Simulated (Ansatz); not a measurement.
C2H10BNSi can be A, `CBN[SiH2]C`, or B, `CNB(C)[SiH3]`.

Calculated with Ansatz (gas phase, PBE0-D4/def2-TZVP geometries, no zero-point term in ΔE). CCSD(T)/CBS is the MP2 limit (def2-TZVPP, def2-QZVPP) plus CCSD(T) − MP2 in def2-TZVPP, frozen cores. Functionals use def2-TZVPP. One conformer a species, not always the lowest.

Q: Which isomer does CCSD(T)/CBS put lower? Give the gap. (Estimate.)

A: The calculation gave: A, by 32.6 kcal/mol.

Q: Give E(B) − E(A) in kcal/mol with ωB97M-V, B2PLYP, CCSD(T)/def2-SVP, CCSD/def2-TZVPP, BLYP-D4, LDA (SPW92), r2SCAN-D4. (Estimate.)

A: Ansatz gave: ωB97M-V 33.3, B2PLYP 32.3, CCSD(T)/def2-SVP 25.6, CCSD/def2-TZVPP 32.3, BLYP-D4 29.8, LDA (SPW92) 26.7, r2SCAN-D4 31.7. None reverses the order clearly.

Q: Does the order hold for the free energy at 298.15 K (harmonic terms from PBE0-D4)? (An estimate is asked.)

A: The calculation gave: Yes: G(B) − G(A) = +32.1 kcal/mol, for one conformer each. Modes under 60 cm⁻¹, often nearly free rotors, make the harmonic entropy too high.

Largest T1 diagnostic: 0.013.

At CCSD(T), def2-SVP lies −7.0 kcal/mol from the extrapolated value and def2-TZVPP −0.9 kcal/mol. From r2SCAN to r2SCAN0 (25 % exact exchange), in def2-TZVPP and without D4, E(B) − E(A) moves by +0.9 kcal/mol.
